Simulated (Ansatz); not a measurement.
HSn, SMILES [SnH] (connectivity only; charge and spin as stated), neutral, multiplicity 2.

The structure is a stationary point at B3LYP-D3(BJ)/def2-TZVPD. The def2 effective core potentials stand for the cores of Sn; spin–orbit coupling is left out.

Two levels are set side by side: PBE/def2-TZVPD (Ansatz, a quantum-chemistry and plane-wave program) and PBE0/def2-TZVPD (Ansatz). Energy differences of separate SCF runs at the same geometry; the states with an electron removed or added have multiplicity 1 and 3. Differences are taken from unrounded values.

```
quantity                         PBE0
-------------------------------  ----
vertical ionisation energy (eV)  7.21
vertical electron affinity (eV)  1.26
```

Task: What does PBE give, and how far is it from PBE0? (Estimate from the structure and the level; the computed values follow.)

Result: 
```csv
quantity,PBE,PBE minus PBE0
vertical ionisation energy (eV),7.16,-0.05
vertical electron affinity (eV),1.22,-0.03
```
